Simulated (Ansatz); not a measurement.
CH5BN2Si at its PBE0-D4/def2-TZVP geometry, where that method's forces vanish. Total charge 0; spin multiplicity 1. The bonds changed during the relaxation, so this is another structure than the one it started from.

| atom | x (Å) | y (Å) | z (Å) |
| --- | --- | --- | --- |
| Si1 | -0.260 | -1.012 | -1.392 |
| B2 | -0.414 | -0.055 | 0.371 |
| N3 | -1.217 | 1.103 | 0.766 |
| C4 | -0.070 | 1.320 | 1.343 |
| N5 | 0.561 | 0.080 | 1.505 |
| H6 | 0.781 | -0.325 | -2.209 |
| H7 | 0.175 | -2.421 | -1.190 |
| H8 | -1.544 | -0.998 | -2.135 |
| H9 | 0.416 | 2.281 | 1.534 |
| H10 | 1.571 | 0.027 | 1.406 |

Q: For each bond, give half the difference of the two atoms' forces along it (eV/Å; positive pushes the atoms apart) under PBE-D4, r2SCAN-D4, B3LYP-D4, ωB97M-V in def2-TZVPP. (An estimate is asked.)

A: Computed: 
| bond | length (Å) | PBE-D4 | r2SCAN-D4 | B3LYP-D4 | ωB97M-V |
| --- | --- | --- | --- | --- | --- |
| Si1–B2 | 2.012 | -0.23 | -0.07 | -0.11 | -0.10 |
| Si1–H6 | 1.491 | 0.09 | -0.01 | -0.05 | -0.10 |
| Si1–H7 | 1.488 | 0.10 | -0.02 | -0.06 | -0.10 |
| Si1–H8 | 1.484 | 0.09 | -0.02 | -0.06 | -0.11 |
| B2–N3 | 1.463 | 0.46 | 0.20 | 0.11 | 0.09 |
| B2–C4 | 1.718 | 0.37 | 0.16 | 0.42 | 0.37 |
| B2–N5 | 1.501 | 0.26 | 0.18 | 0.18 | 0.20 |
| N3–C4 | 1.302 | 0.75 | 0.32 | 0.13 | -0.01 |
| C4–N5 | 1.401 | 0.24 | 0.18 | 0.29 | 0.33 |
| C4–H9 | 1.094 | -0.09 | -0.09 | -0.26 | -0.27 |
| N5–H10 | 1.016 | 0.15 | -0.05 | -0.08 | -0.14 |

B3LYP here is the variant with VWN-RPA as its local correlation; programs differ in this.
